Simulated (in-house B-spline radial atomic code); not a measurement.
RPA and G0W0 for Al2+, [Ne] 3s1, highest spin, as one setting changes: the radius of a hard wall (bohr). Start: Hartree-Fock. A dash marks a level of low quasi-particle weight. Computed with a B-spline radial code for spherical atoms: all electrons, non-relativistic, point nucleus, each spin shell either full or empty, empty states to l = 9 with an (l + 1/2)⁻⁴ tail; G0W0 by contour deformation at full frequency.

RPA overbinds a lone outer s electron by self-correlation, and G0W0 tends to as well.

| radius of a hard wall (bohr) | mean-field level (eV) | G0W0 level (eV) | RPA correlation (Eh) |
| --- | --- | --- | --- |
| 2 | 19.334 | 3s up 17.401 | -0.60957 |
| 2.5 | -9.508 | 3s up -11.062 | -0.59506 |
| 3 | -20.323 | 3s up -21.647 | -0.58642 |
| 3.5 | -24.768 | 3s up -25.935 | -0.58123 |
| 4 | ? | ? | ? |
| 5 | ? | ? | ? |
| 6 | -28.031 | 3s up -28.912 | -0.57432 |
| 8 | -28.062 | 3s up -28.925 | -0.57406 |
| 12 | -28.062 | 3s up -28.925 | -0.57402 |

What belongs in the row for 5?

mean-field level (eV): -27.836; G0W0 level (eV): 3s up -28.768; RPA correlation (Eh): -0.57517.

What belongs in the row for 4?

mean-field level (eV): -26.671; G0W0 level (eV): 3s up -27.729; RPA correlation (Eh): -0.57809.
